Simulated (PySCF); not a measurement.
Predicted microwave data (PBE0/def2-SVPD in PySCF (dipole) on a GFN2-xTB geometry, gas phase) for one isomer of C2H8OSi2:

```
Rotational constants : A = 7604, B = 1613, C = 1520 MHz
Dipole components    : |μa| = 0.11 D, |μb| = 0.31 D, |μc| = 0.03 D
Inertial defect      : -47.30 u·Å²
κ                    : -0.97
```

Question: Which candidate fits, each taken in the one conformer that was computed?
A. `[CH3:1][C:2](=[O:3])[SiH2:4][SiH3:5]` with C1–C2–Si4–Si5 -105°
B. `[SiH3:1][O:2][SiH:3]1[CH2:4][CH2:5]1` with Si1–O2–Si3–C4 23°
C. `[SiH3:1][O:2][C@H:3]1[CH2:4][SiH2:5]1` with Si1–O2–C3–C4 -171°

Answer: B. It is [SiH3]O[SiH]1CC1, a near-prolate asymmetric top. The candidates at the same level (rigid rotor, commonest isotopes):

| SMILES | A (MHz) | B (MHz) | C (MHz) | μa (D) | μb (D) | μc (D) | Δ (u·Å²) | point group | rotor |
| --- | --- | --- | --- | --- | --- | --- | --- | --- | --- |
| CC(=O)[SiH2][SiH3] | 4993 | 1564 | 1495 | 0.40 | 2.15 | 1.28 | -86.29 | C1 | near-prolate asymmetric top |
| [SiH3]O[C@H]1C[SiH2]1 | 7711 | 1597 | 1424 | 0.63 | 0.34 | 0.57 | -27.15 | C1 | near-prolate asymmetric top |
| [SiH3]O[SiH]1CC1 | 7604 | 1613 | 1520 | 0.11 | 0.31 | 0.03 | -47.30 | – | near-prolate asymmetric top |

`CC(=O)[SiH2][SiH3]` has A 34 % too low; `[SiH3]O[C@H]1C[SiH2]1` has C 6 % too low. No structure here is proved a minimum.
